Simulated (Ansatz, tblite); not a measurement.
Cost and result up the ladder for GaH2(OMe) (CH₅GaO) (8 atoms). Total charge 0; singlet. Geometry: B3LYP-D4/def2-TZVP.

```xyz
8

Ga    0.194    1.416    0.729
H    -1.349    1.674    0.651
H     1.336    2.293    1.316
O     0.765   -0.135    0.037
C    -0.072   -1.105   -0.558
H     0.038   -2.059   -0.033
H     0.221   -1.257   -1.602
H    -1.133   -0.826   -0.539
```

Ansatz on 4 threads of Arm Neoverse V1 on a shared host; xTB runs through tblite on one thread. Times are rough, summed over both states, and most runs start from the orbitals of an earlier one. PBE0-D4/def2-TZVP serves as the yardstick here, not as an exact answer. The other state is a doublet.

The xTB rows come from tblite. HOMO above LUMO, or a gap near zero within one spin, warns that the state may not be the lowest or that an electron is smeared out.

Raw xTB energies of ions are shifted by several eV.

```
                          level  functions  wall time  vertical IE (eV)  difference from PBE0-D4/def2-TZVP (eV)                                     remarks
                       GFN1-xTB         27    0.008 s             15.10                                    5.02                                           –
                       GFN2-xTB         22    0.011 s             14.47                                    4.39                                           –
               PBE-D4/def2-TZVP        140      2.9 s              9.89                                   -0.19  gap within one spin near zero (+1 doublet)
PBE0-D4/def2-TZVP (with forces)        140      6.3 s             10.08                                    0.00                                           –
            r2SCAN-D4/def2-TZVP        140      7.3 s              9.98                                   -0.10                                           –
```
